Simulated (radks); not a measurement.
The numbers below are computed, except where a source is named.
Question: The mean radii <r> (bohr) of the occupied orbitals of an atom or ion are listed with their occupations. Level of theory: scalar-relativistic Kohn-Sham, PBEsol, spin-polarised, spherical densities, point nucleus (a radial shooting solver on a logarithmic mesh with Libxc functionals).

orbital  occ.      <r>
1s up       1  0.04151
1s down     1  0.04151
2s up       1   0.1836
2s down     1   0.1836
2p up       3   0.1602
2p down     3   0.1602
3s up       1   0.5307
3s down     1   0.5305
3p up       3   0.5408
3p down     3   0.5405
3d up       5   0.5556
3d down     5   0.5540
4s up       1    1.500
4s down     1    1.501
4p up       3    1.729
4p down     1    1.744

Name the element and its charge. Open shells, if any, are filled with parallel spins first.

Answer: Z = 36, krypton, charge +2: Kr2+ in [Ar] 3d10 4s2 4p4. The 1s radius gives Z: for a bare nucleus <r> = (2 gamma + 1)/(2Z) with gamma = sqrt(1 - (Z/c)^2), 0.04069 bohr for Z = 36, and screening makes it slightly larger (0.04151 here). The occupations add up to 34, and the charge is Z minus that.
